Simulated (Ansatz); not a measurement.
`[Cl][GeH2][Cl]` + NH₃ → `[NH2][GeH2][Cl]` + HCl at 700 K and 1 bar (ligand exchange at a Ge–Cl bond).

Computed with Ansatz on PBE0-D4/def2-TZVP structures; ΔE is electronic, products minus reactants. CBS: MP2 limit from def2 TZ/QZ plus the TZ coupled-cluster correction, frozen cores. This one scheme is used for every species. For Ge outer-core shells are correlated without core-valence functions, which leaves a few kJ/mol of doubt a bond. Scalar relativity is left out up to krypton. Each species was taken in one conformer, which may not be the lowest.

```
          species  CCSD(T)/CBS energy (Eh)  H − E (kJ/mol)  S (J/(mol·K))
 `[Cl][GeH2][Cl]`              -2996.94498            95.7          367.9
              NH₃                -56.50880           116.9          226.5
`[NH2][GeH2][Cl]`              -2593.05183           169.8          389.6
              HCl               -460.38127            38.4          211.8
```

H − E and S are ideal-gas, rigid-rotor, harmonic terms from PBE0-D4/def2-TZVP, for one conformer and one mirror image of each species. 1 Eh = 2625.50 kJ/mol, R = 8.31446 J/(mol·K).

**Question.** By hand: ΔE, ΔH, ΔS and ΔG.

**Answer.** ΔE = (-2593.05183) + (-460.38127) − (-2996.94498) − (-56.50880) = 0.02068 Eh = 54.3 kJ/mol. Δ(H − E) = 169.8 + 38.4 − 95.7 − 116.9 = -4.4, so ΔH = 49.9 kJ/mol. ΔS = 389.6 + 211.8 − 367.9 − 226.5 = 7.0 J/(mol·K). ΔG = 49.9 − 700 × (7.0)/1000 = 45.0 kJ/mol.

**Question.** By hand: the equilibrium constant, and the temperature at which ΔG would vanish if ΔH and ΔS stayed fixed.

**Answer.** log₁₀ K = −ΔG/(RT ln 10) = -3.4. ΔG = 0 at ΔH/ΔS = 7129 K, far beyond where these terms or the molecules hold.

The number of gas molecules stays the same, so ΔS is small and ΔH decides. A doubt of 5 kJ/mol in ΔE shifts log₁₀ K by 0.4 here. Other conformers and mirror images would add mixing entropy, several J/(mol·K) or more a flexible species. These are equilibria of isolated gas molecules and say nothing of rates. Largest T1 diagnostic: 0.010 (customary marks: 0.02 for closed shells, 0.045 for open ones).
